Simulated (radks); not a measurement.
Task: Species: neutral caesium. Configuration: [Xe] 6s1. Calculated with a radial shooting solver on a logarithmic mesh with Libxc functionals: Dirac Kohn-Sham, PBE, spin-unpolarised, spherical densities, point nucleus; speed of light set to 274.072 atomic units (2 times the physical value, a model run).

Spin-orbit splittings of the eigenvalues, e(l+1/2) - e(l-1/2), with zeta = 2 splitting/(2l+1) and mean radii in bohr:

| shell | occ. | splitting (eV) | zeta (eV) | <r> j=l-1/2 | <r> j=l+1/2 |
|---|---|---|---|---|---|
| 2p | 6 | 81.54 | 54.36 | 0.09928 | 0.1007 |
| 3p | 6 | 15.53 | 10.35 | 0.2998 | 0.3026 |
| 3d | 10 | 3.582 | 1.433 | 0.2733 | 0.2742 |
| 4p | 6 | 3.162 | 2.108 | 0.7444 | 0.7510 |
| 4d | 10 | 0.5744 | 0.2297 | 0.8312 | 0.8337 |
| 5p | 6 | 0.3765 | 0.2510 | 2.085 | 2.108 |
| 5d | 0 | 0.01184 | 0.004735 | 5.530 | 5.582 |
| 6p | 0 | ? | ? | 7.991 | 8.062 |

Estimate the 6p splitting.

Result: 0.01617 eV (zeta = 0.01078 eV).
